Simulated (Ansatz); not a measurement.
Mulliken charges of `F[SiH]1[SiH2]S1` from B3LYP/def2-TZVPP in Ansatz (PBE0-D4/def2-TZVP geometry).

| atom | x (Å) | y (Å) | z (Å) | charge (e) |
| --- | --- | --- | --- | --- |
| F1 | -2.322 | 0.290 | 0.256 | -0.306 |
| Si2 | -0.917 | 0.320 | -0.499 | 0.530 |
| Si3 | 1.001 | -0.113 | 0.567 | 0.201 |
| S4 | 0.052 | -1.546 | -0.764 | -0.294 |
| H5 | -1.105 | 1.141 | -1.710 | -0.053 |
| H6 | 1.023 | -0.526 | 1.989 | -0.035 |
| H7 | 2.329 | 0.365 | 0.115 | -0.042 |

Q: By hand: the dipole of these point charges (1 e Å = 4.8032 D).

A: Σ q r = (0.335, 0.455, 0.012) e Å, of length 0.565 e Å = 2.71 D.

Q: How does the dipole of the full density compare? (Estimate.)

A: Computed: (0.254, 0.249, 0.024) e Å, 1.71 D; the point charges give 1.58 times that, at 10° from its direction.

Point charges leave out the atoms' own dipoles, such as those of lone pairs, and Mulliken's split depends on the basis, so the two needn't agree.

B3LYP here is the variant with VWN-RPA as its local correlation; programs differ in this.
